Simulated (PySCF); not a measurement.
The complex [Cr(H2O)6]2+ (charge +2) contains Cr(II), shell d4. The structure is a PBE0-D3(BJ)/def2-SVP, IEF-PCM water geometry optimised for multiplicity 5; coordination octahedral, point group C1, metal–donor distances 2.06–2.31 Å.

```
19

Cr    0.0000    0.0000    0.0000
O    -0.0021   -0.0163    2.3077
H     0.7704    0.0123    2.8865
H    -0.7680   -0.0023    2.8955
O    -0.0076   -0.0104   -2.3066
H     0.7574   -0.0134   -2.8958
H    -0.7817   -0.0156   -2.8838
O     2.0635    0.0020    0.0023
H     2.6268    0.7856   -0.0412
H     2.6334   -0.7778   -0.0096
O    -2.0635   -0.0039   -0.0026
H    -2.6339    0.7758    0.0056
H    -2.6267   -0.7886    0.0045
O     0.0013    2.0585    0.0061
H    -0.0153    2.6187    0.7933
H    -0.0264    2.6311   -0.7719
O    -0.0046   -2.0595    0.0113
H    -0.0074   -2.6175    0.8002
H     0.0010   -2.6341   -0.7655
```

Method (PySCF 2.14, density fitting): CASSCF(4,5) with orbitals averaged over all microstates of the shell, strongly contracted NEVPT2 on the averaged canonical orbitals; basis x2c-TZVPall on the metal, x2c-SVPall elsewhere; spin-free X2C; IEF-PCM water; spin-orbit coupling by state interaction with the mean-field operator over all roots.

Which term lies lowest, and with what spin?

5Eg-like (S = 2, orbital degeneracy 1), with 3.0 electrons in the lower (t2g-type) set and 1.0 in the upper (eg-type) set, by NEVPT2.

Where do the spin-allowed transitions within the shell lie?

By NEVPT2: 5Eg-like at 6253 cm⁻¹ (1599 nm); 5T2g-like at 12898 cm⁻¹ (775 nm); 5T2g-like at 13294 cm⁻¹ (752 nm); 5T2g-like at 14467 cm⁻¹ (691 nm). The strongest, at 6253 cm⁻¹, has f = 1.0e-08.

Which is the lowest state of another spin?

3T1g-like at 11682 cm⁻¹ by NEVPT2; CASSCF alone puts it at 14475 cm⁻¹ above the same ground state.

What ligand-field parameters describe the result?

At CASSCF level (the NEVPT2 levels don't fit a ligand-field model well): orbital energies 0, 1023, 1430, 7640, 13425 cm⁻¹; 10Dq = 9715 cm⁻¹ (difference of the means of the two sets); B = 998 cm⁻¹; C = 3728 cm⁻¹; B over its free-ion value at the same level 0.960; rms of the fit 209 cm⁻¹; ζ = 233 cm⁻¹ (free ion 239).

What are the magnetic parameters?

The ground multiplet follows a spin Hamiltonian with S = 2, g = 1.969, 1.994, 1.994, D = -2.06 cm⁻¹, E/|D| = 0.02 (spin-orbit part alone); the lowest levels hold 100 % of the spin-free ground state. μeff is 4.88 μB at 300 K and 4.81 μB at 10 K; the spin-only value is 4.90 μB.

NEVPT2 lifts 5T2g-like from 11149 to 12898 cm⁻¹; on the d shell alone it tends to overshoot states that fill the eg-type orbitals. Gaps between spin states lean to high spin in this active space.

The job took 32 s on one thread of Intel Xeon 6975P-C (shared host), with 192 basis functions and a peak of 0.98 GiB, launched as `OMP_NUM_THREADS=1 python lf_run.py task.json out`.
